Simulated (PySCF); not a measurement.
PySCF input (TPSSh/def2-TZVPD):

```python
from pyscf import gto, scf, dft

mol = gto.M(
    atom='''
    C    -1.87145714   -0.76015551   -0.33194027
    Si   -0.03144620   -0.42576375   -0.42808476
    Cl    0.26354125    1.57122262   -0.90035779
    Cl    0.81726724   -0.80723559    1.42452926
    H    -2.04978166   -1.80234614   -0.06587426
    H    -2.31308888   -0.11614965    0.43208996
    H    -2.34188408   -0.54765806   -1.29230240
    ''',
    basis='def2-tzvpd',
    charge=0,
    spin=1,
    verbose=4,
)

mf = dft.UKS(mol, xc='tpssh').density_fit(auxbasis='def2-universal-jkfit')
mf.grids.level = 3
mf.conv_tol = 1e-9
mf.max_cycle = 100
mf.max_memory = 1500
mf.kernel()
if not mf.converged:
    mf = mf.newton()
    mf.kernel(mf.make_rdm1())
for _ in range(2):
    mo, _, stable, _ = mf.stability(return_status=True)
    if stable:
        break
    mf.kernel(mf.make_rdm1(mo, mf.mo_occ))
mf.analyze()
```

End of the output:

```
Extra cycle  E= -1249.98067379372  delta_E= -2.96e-11  |g|= 1.19e-05  |ddm|= 2.41e-05
converged SCF energy = -1249.98067379372  <S^2> = 0.75231951  2S+1 = 2.0023182
uhf_internal: lowest eigs of H = [0.32330011 0.32933613 0.34159683]
<class 'pyscf.df.df_jk.DFUKS'> wavefunction is stable in the internal stability analysis
**** SCF Summaries ****
Total Energy =                       -1249.980673793716278
Nuclear Repulsion Energy =             257.832150865920255
One-electron Energy =                -2239.060604270953263
Two-electron Energy =                  731.247779611316787
Two-electron Coulomb Energy =          815.344207762768519
DFT Exchange-Correlation Energy =      -84.096428151451704
HOMO-LUMO gap [eV] =                     2.618645773537966
**** MO energy ****
                             alpha | beta                alpha | beta
MO #1   energy= -101.379413774879  | -101.378669098041  occ= 1 | 1
MO #2   energy= -101.379408018827  | -101.378663354575  occ= 1 | 1
MO #3   energy= -66.0563234341309  | -66.0530254391407  occ= 1 | 1
MO #4   energy= -10.1268947172884  | -10.1249968971736  occ= 1 | 1
MO #5   energy= -9.38201999876193  | -9.3813915208774   occ= 1 | 1
MO #6   energy= -9.38201533655698  | -9.38138684963685  occ= 1 | 1
MO #7   energy= -7.12753516331222  | -7.12623810024332  occ= 1 | 1
MO #8   energy= -7.12753203723451  | -7.12623432455513  occ= 1 | 1
MO #9   energy= -7.12242192261276  | -7.12142601486821  occ= 1 | 1
MO #10  energy= -7.12241788642073  | -7.12141707886189  occ= 1 | 1
MO #11  energy= -7.12173984573215  | -7.12117593462608  occ= 1 | 1
MO #12  energy= -7.12173079740191  | -7.12117283016808  occ= 1 | 1
MO #13  energy= -5.2802992008354   | -5.27650841133955  occ= 1 | 1
MO #14  energy= -3.62969881243335  | -3.62593770994128  occ= 1 | 1
MO #15  energy= -3.62845448577015  | -3.62397450170979  occ= 1 | 1
MO #16  energy= -3.62522391911197  | -3.61983545486655  occ= 1 | 1
MO #17  energy= -0.824715307729548 | -0.820290308375318 occ= 1 | 1
MO #18  energy= -0.802470358609627 | -0.798523767597766 occ= 1 | 1
MO #19  energy= -0.708871528438401 | -0.704223873136883 occ= 1 | 1
MO #20  energy= -0.498771982742035 | -0.484165565613687 occ= 1 | 1
MO #21  energy= -0.427091116943424 | -0.425018394012591 occ= 1 | 1
MO #22  energy= -0.422658548314668 | -0.417632536175563 occ= 1 | 1
MO #23  energy= -0.388134713744279 | -0.383725961949995 occ= 1 | 1
MO #24  energy= -0.376398342827577 | -0.37010965610771  occ= 1 | 1
MO #25  energy= -0.351205831220666 | -0.34143957471952  occ= 1 | 1
MO #26  energy= -0.325011372492771 | -0.320088646627762 occ= 1 | 1
MO #27  energy= -0.321034912061727 | -0.316006270295123 occ= 1 | 1
MO #28  energy= -0.313169826465888 | -0.311827426958256 occ= 1 | 1
MO #29  energy= -0.219913804568012 | -0.123680346573138 occ= 1 | 0
MO #30  energy= -0.0126402566472289 | -0.00231820672075856 occ= 0 | 0
MO #31  energy= -0.00527456900134437 | 0.00384529785882008 occ= 0 | 0
MO #32  energy= -0.00263686462995596 | 0.0109319419326108 occ= 0 | 0
MO #33  energy= 0.0225457509802569 | 0.0281927598960191 occ= 0 | 0
MO #34  energy= 0.0328918848388524 | 0.0378360806533751 occ= 0 | 0
MO #35  energy= 0.0368221157005354 | 0.0408299131911169 occ= 0 | 0
MO #36  energy= 0.047233382204072  | 0.0542138971451244 occ= 0 | 0
MO #37  energy= 0.0500675741152001 | 0.0549481753099577 occ= 0 | 0
MO #38  energy= 0.0581522566269988 | 0.062660217009937  occ= 0 | 0
MO #39  energy= 0.0655659079267613 | 0.0682253919863274 occ= 0 | 0
MO #40  energy= 0.066320399765136  | 0.0706805164223287 occ= 0 | 0
MO #41  energy= 0.0846365310983347 | 0.087330415162295  occ= 0 | 0
MO #42  energy= 0.0941843643647226 | 0.0958997617593335 occ= 0 | 0
MO #43  energy= 0.0981767382340075 | 0.10261218586523   occ= 0 | 0
MO #44  energy= 0.114781304190899  | 0.1210794462985    occ= 0 | 0
MO #45  energy= 0.121161809567887  | 0.124660644705463  occ= 0 | 0
MO #46  energy= 0.128432401464148  | 0.131207821901631  occ= 0 | 0
MO #47  energy= 0.137163848716282  | 0.139650779016306  occ= 0 | 0
MO #48  energy= 0.149130993727622  | 0.158000470961036  occ= 0 | 0
MO #49  energy= 0.160459514058826  | 0.168668907529705  occ= 0 | 0
MO #50  energy= 0.163159735747708  | 0.171426442069965  occ= 0 | 0
MO #51  energy= 0.1806239135182    | 0.189760084359269  occ= 0 | 0
MO #52  energy= 0.197613419370903  | 0.202512138441931  occ= 0 | 0
MO #53  energy= 0.198062129568703  | 0.205699320158129  occ= 0 | 0
MO #54  energy= 0.209830618981082  | 0.215791679369584  occ= 0 | 0
MO #55  energy= 0.212083497658663  | 0.217858024188721  occ= 0 | 0
MO #56  energy= 0.22084721140893   | 0.222574585485618  occ= 0 | 0
MO #57  energy= 0.224329156601779  | 0.229811097401275  occ= 0 | 0
MO #58  energy= 0.231802495597224  | 0.237721375899798  occ= 0 | 0
MO #59  energy= 0.233671367996607  | 0.238308327493806  occ= 0 | 0
MO #60  energy= 0.243325547526154  | 0.245269625514775  occ= 0 | 0
MO #61  energy= 0.251211776063498  | 0.254696966225546  occ= 0 | 0
MO #62  energy= 0.262154562440108  | 0.265054391415911  occ= 0 | 0
MO #63  energy= 0.264830741061343  | 0.26760166104565   occ= 0 | 0
MO #64  energy= 0.272804975505547  | 0.276417208367669  occ= 0 | 0
MO #65  energy= 0.283545298018014  | 0.288258728813546  occ= 0 | 0
MO #66  energy= 0.289375579920274  | 0.291701483455986  occ= 0 | 0
MO #67  energy= 0.316528293058721  | 0.31842053996388   occ= 0 | 0
MO #68  energy= 0.321977998243926  | 0.32609008468812   occ= 0 | 0
MO #69  energy= 0.325170067412772  | 0.330905246857026  occ= 0 | 0
MO #70  energy= 0.344624256281992  | 0.348725894266584  occ= 0 | 0
MO #71  energy= 0.346738571036561  | 0.349759969580481  occ= 0 | 0
MO #72  energy= 0.360616923186382  | 0.364262163119861  occ= 0 | 0
MO #73  energy= 0.372931269331964  | 0.37923504302056   occ= 0 | 0
MO #74  energy= 0.378315237471884  | 0.388611111649049  occ= 0 | 0
MO #75  energy= 0.382902697692215  | 0.392093416211019  occ= 0 | 0
MO #76  energy= 0.407364176280915  | 0.418309501646986  occ= 0 | 0
MO #77  energy= 0.414302113765673  | 0.428737117881232  occ= 0 | 0
MO #78  energy= 0.426492973957492  | 0.430678245464021  occ= 0 | 0
MO #79  energy= 0.44315461554768   | 0.447748499892131  occ= 0 | 0
MO #80  energy= 0.474125171264414  | 0.478671175232512  occ= 0 | 0
MO #81  energy= 0.482338790395623  | 0.488012488514672  occ= 0 | 0
MO #82  energy= 0.484199048369981  | 0.49411801069864   occ= 0 | 0
MO #83  energy= 0.525272236923637  | 0.533794423421541  occ= 0 | 0
MO #84  energy= 0.54726046296477   | 0.553275841841687  occ= 0 | 0
MO #85  energy= 0.553638510455147  | 0.555851206444252  occ= 0 | 0
MO #86  energy= 0.557642855468913  | 0.564560684480315  occ= 0 | 0
MO #87  energy= 0.575530093247928  | 0.58033871778363   occ= 0 | 0
MO #88  energy= 0.581527483417452  | 0.59049807777971   occ= 0 | 0
MO #89  energy= 0.60431098522302   | 0.607602277498813  occ= 0 | 0
MO #90  energy= 0.6119399395507    | 0.616620470765713  occ= 0 | 0
MO #91  energy= 0.612755464887937  | 0.61663788784067   occ= 0 | 0
MO #92  energy= 0.622419383571109  | 0.624887784706734  occ= 0 | 0
MO #93  energy= 0.630938019113917  | 0.633498279561686  occ= 0 | 0
MO #94  energy= 0.649250855742933  | 0.65501517120116   occ= 0 | 0
MO #95  energy= 0.653343361061373  | 0.65630691836814   occ= 0 | 0
MO #96  energy= 0.661258809439036  | 0.665354816193468  occ= 0 | 0
MO #97  energy= 0.68338530673304   | 0.690074189210744  occ= 0 | 0
MO #98  energy= 0.688727470041815  | 0.693813431508973  occ= 0 | 0
MO #99  energy= 0.694389533511311  | 0.699124803031008  occ= 0 | 0
MO #100 energy= 0.703631078075613  | 0.706472640409384  occ= 0 | 0
MO #101 energy= 0.704014418357138  | 0.707692243523363  occ= 0 | 0
MO #102 energy= 0.714560137993501  | 0.722992916761506  occ= 0 | 0
MO #103 energy= 0.750345512356676  | 0.754568874650094  occ= 0 | 0
MO #104 energy= 0.750671695777067  | 0.755993463957483  occ= 0 | 0
[...]
```

It need not be the lowest isomer of its formula.
